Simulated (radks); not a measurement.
Results of a calculation; reference values are marked as such.
Question: Species: the neodymium ion Nd7+. Configuration: [Kr] 4d10 4f2 5s2 5p3 (the NIST ground configuration). Code: a radial shooting solver on a logarithmic mesh with Libxc functionals. Model: Dirac Kohn-Sham, relativistic LDA (MacDonald-Vosko exchange, VWN5 correlation), spin-unpolarised, spherical densities, finite nucleus; open shells fill j = l - 1/2 first; Fermi nuclear charge, rms radius 4.9123 fm.

Spin-orbit splittings of the eigenvalues, e(l+1/2) - e(l-1/2), with zeta = 2 splitting/(2l+1) and mean radii in bohr:

shell  occ.  splitting (eV)  zeta (eV)  <r> j=l-1/2  <r> j=l+1/2
2p        6           514.5      343.0      0.08444      0.09083
3p        6           102.7      68.50       0.2563       0.2687
3d       10               ?          ?       0.2397       0.2436
4p        6           22.83      15.22       0.6202       0.6476
4d       10           4.130      1.652       0.6893       0.6986
4f        2          0.5595     0.1599       0.8454       0.8507
5p        3           4.525      3.017        1.440        1.493

Estimate the 3d splitting.

Answer: 22.32 eV (zeta = 8.928 eV).
